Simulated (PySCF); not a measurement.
TcOMe4, C4H12OTc (doublet state).
Geometry (PBE0-D3(BJ)/def2-SVP, Å), atoms numbered from 1 in this order:
```xyz
18
C4H12OTc angstrom
Tc     0.0074   -0.0031    0.7407
O      0.0211   -0.0087    2.3886
C      1.9364   -0.0254   -0.1005
H      2.5159    0.7946    0.3504
H      1.8908    0.1293   -1.1891
H      2.4376   -0.9817    0.1073
C      0.0252    1.9316   -0.0859
H     -0.1266    1.8855   -1.1750
H      0.9803    2.4344    0.1238
H     -0.7974    2.5093    0.3621
C     -1.9364    0.0256   -0.0651
H     -2.4351    0.9784    0.1635
H     -2.5083   -0.8022    0.3806
H     -1.9058   -0.1122   -1.1566
C     -0.0287   -1.9317   -0.1002
H     -0.9767   -2.4385    0.1305
H      0.8076   -2.5119    0.3177
H      0.0925   -1.8734   -1.1928
```

Method: PBE0-D3(BJ)/def2-SVP geometry optimisation, gas phase, def2 core potentials past Kr in PySCF 2.14.0.

(1) Which atoms are bound to Tc1, and at what distances?

(2) List the angles at Tc1.

(3) Describe the arrangement about Tc1 in numbers.

(4) What are the other bond lengths?

Results:

(1) 5 atoms: O2 1.648 Å, C7 2.104 Å, C15 2.104 Å, C11 2.104 Å, C3 2.104 Å. The nearest atom not counted as bound is H4, at 2.66 Å (others tie with it).

(2) 
```
      angle  degrees  distance of the outer atoms (Å)
 C3–Tc1–C11    133.9                             3.87
 C7–Tc1–C15    133.3                             3.86
 O2–Tc1–C15    113.4                             3.15
  O2–Tc1–C7    113.3                             3.14
  O2–Tc1–C3    113.1                             3.14
 O2–Tc1–C11    113.0                             3.14
 C3–Tc1–C15     81.2                             2.74
  C3–Tc1–C7     81.1                             2.74
 C7–Tc1–C11     81.1                             2.74
C11–Tc1–C15     81.0                             2.73
```

(3) τ5 = (β − α)/60° = 0.01 from the two widest angles, 133.9° and 133.3° (0 for a square pyramid, 1 for a trigonal bipyramid).

(4) C3–H4 and 11 like bonds 1.100 Å.

Charge 0, doublet. ⟨S²⟩ = 0.761 (exact for a doublet: 0.75). Not checked by PBE0-D3(BJ)/def2-SVP frequencies.

For an open-shell metal species like this, the optimisation's SCF solution wasn't tested for stability and no frequencies at its level were run, so a lower state or another shape may exist.
